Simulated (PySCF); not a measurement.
Computed with PBE0/[Ga def2-TZVP, Cl def2-TZVP], no relativity, density fitting, PySCF.

Each entry is the lowest minimum that a search over a few typed start shapes (and spin states, where more than one is plausible) found, or that minimum re-optimised at the stated level; isomers with ligand–ligand bonds, or fragments after loss of a ligand pair, can lie lower. Open shells are unrestricted.

GaCl₂ is a doublet of C2v symmetry with Ga–Cl 2.160 Å (×2); Cl–Ga–Cl 119.3°. Its wavenumbers are 115, 373, 422 cm⁻¹.

(1) What changes when one electron is removed, giving GaCl₂⁺?

Answers

(1) It costs 8.11 eV between the minima (8.13 eV with zero-point energy). GaCl₂⁺ is a singlet of D∞h symmetry with Ga–Cl 2.024 Å (×2); Cl–Ga–Cl 180.0°; wavenumbers 114 (×2), 426, 612 cm⁻¹.
